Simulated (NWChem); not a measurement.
Se, triplet

All runs: NWChem. Spin-unrestricted. Medium grid unless said otherwise, to which SCAN and Minnesota functionals are sensitive. The open p shell is one determinant without spherical averaging. No stability test was run on the SCF state.

### Question
What does the run give for MN15/def2-SVP? Quantities: highest occupied level (eV); lowest empty minus highest occupied level, either spin (eV); <S²>.

### Answer
```json
{
 "highest occupied level (eV)": "-7.17",
 "lowest empty minus highest occupied level, either spin (eV)": "3.98",
 "<S²>": "2.00"
}
```
